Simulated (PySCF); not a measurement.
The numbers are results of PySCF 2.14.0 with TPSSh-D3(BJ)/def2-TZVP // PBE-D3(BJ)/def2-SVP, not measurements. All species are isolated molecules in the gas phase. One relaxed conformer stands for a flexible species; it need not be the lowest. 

Reference species: [Zr(Cl)3(OH)] (neutral, multiplicity 1).

```json
{
 "mean_distance_from_the_central_atom_to_its_bonded_neighbours": "2.238 Å",
 "coordination_number": "4",
 "LUMO": "-2.49 eV",
 "HOMO": "-8.58 eV"
}
```

Changed species: [Zr(Cl)4] (0 of 4 Cl replaced by OH; the reference has 1 of 4 Cl replaced by OH).

Problem. Predict the effect on the mean distance from the central atom to its bonded neighbours, coordination number, LUMO and HOMO.

Solution. the mean distance from the central atom to its bonded neighbours rises by 0.096 Å, to 2.334 Å; the coordination number is nearly the same; the LUMO drops by 0.72 eV, to -3.21 eV; the HOMO falls by 0.43 eV, to -9.01 eV.
